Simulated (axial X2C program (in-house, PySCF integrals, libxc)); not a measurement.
**Outer orbitals of BAs at 1.843 Å, PBE0**

Computed with an in-house all-electron X2C program for linear molecules (integrals from PySCF). Spin-free means the one-electron spin-free X2C Hamiltonian; two-component (2c) means X2C with spin–orbit coupling and atomic mean-field two-electron Coulomb and Gaunt terms, so the difference of the two also holds small scalar two-electron terms. Basis: As dyall-cv3z [9s9p6d4f1g], B dyall-v3z [7s6p2d1f] (cores contracted in-house); Gaussian nuclei, density fitting, unrestricted open shells. Masses: As 74.922 u, B 11.009 u.

The distance is close to the 2c PBE0 minimum; the highest filled and lowest empty levels are listed.

Spin-free orbitals, state M_S = 1, Λ = 1 (beyond evenly filled blocks: σα, π+α, π+β, π-α) (Löwdin shares):

| symmetry | occupied | ε (eV) | atomic character |
| --- | --- | --- | --- |
| σα | yes | -18.14 | 57% As s, 22% B s, 14% B p |
| σβ | yes | -16.99 | 59% As s, 20% B s, 15% B p |
| σα | yes | -11.28 | 38% B s, 37% As p, 14% As s |
| σβ | yes | -9.81 | 50% As p, 27% B s, 15% As s |
| σα | yes | -7.62 | 53% B p, 27% As p, 14% B s |
| π-α | yes | -7.44 | 60% As p, 36% B p, 3% B d |
| π+α | yes | -7.44 | 60% As p, 36% B p, 3% B d |
| π+β | yes | -6.59 | 64% As p, 31% B p, 4% B d |
| π-β | no | -4.56 | 63% As p, 32% B p, 4% B d |
| σβ | no | -3.20 | 48% B p, 30% B s, 15% As p |
| π+α | no | -1.78 | 53% B p, 30% As p, 11% As d |
| π-α | no | -1.78 | 53% B p, 30% As p, 11% As d |

Spinors with spin–orbit coupling (state Ω = 2):

| ω | occupied | ε (eV) | atomic character | λ mixture |
| --- | --- | --- | --- | --- |
| 1/2 | yes | -18.12 | 57% As s, 22% B s, 14% B p | 100% σ |
| -1/2 | yes | -16.98 | 59% As s, 20% B s, 15% B p | 100% σ |
| 1/2 | yes | -11.27 | 38% B s, 37% As p, 14% As s | 100% σ |
| -1/2 | yes | -9.79 | 50% As p, 27% B s, 15% As s | 100% σ |
| 1/2 | yes | -7.62 | 53% B p, 28% As p, 13% B s | 99% σ, 1% π |
| -1/2 | yes | -7.48 | 60% As p, 35% B p, 3% B d | 100% π |
| 3/2 | yes | -7.36 | 58% As p, 37% B p, 3% B d | 100% π |
| 1/2 | yes | -6.65 | 65% As p, 30% B p, 4% B d | 99% π, 1% σ |
| -3/2 | no | -4.50 | 63% As p, 33% B p, 4% B d | 100% π |
| -1/2 | no | -3.18 | 48% B p, 30% B s, 15% As p | 100% σ |
| -1/2 | no | -1.80 | 53% B p, 29% As p, 11% As d | 100% π |
| 3/2 | no | -1.75 | 51% B p, 31% As p, 11% As d | 100% π |

Problem. How does the gap between the highest filled and lowest empty level change from the spin-free to the 2c table?

Solution. From 2.03 to 2.15 eV at PBE0, a change of 0.12 eV.

Mulliken charges and populations of the two-component result (they depend on the basis, above all on diffuse functions):

As 0.07 e (s 7.86 p 15.02 d 10.05 f 0.01), B -0.07 e (s 3.45 p 1.56 d 0.05). ⟨Lz⟩ = 1.00 ħ and ⟨Sz⟩ = 1.00 ħ (0.40 and 0.60 on the two atoms), which add up to Ω.

Occupations by symmetry block were frozen at the best pattern of an incomplete PBE0 search. Density functionals use the spin component along the axis (collinear). Other states lie close and PBE0, whose exact exchange favours high spin, may order them wrongly; the determinant shown need not be the ground state. The nearest other spin-free determinant of the search, M_S = 0, Λ = 1, lies 0.13 eV up at the distance of the search. Without a current term, density functionals place determinants with orbital angular momentum somewhat too high. With several unpaired electrons one determinant need not be a pure state. Open-shell Ω = 0 determinants with evenly filled partner blocks cannot be reached by this program, so the Ω shown need not be the lowest component.
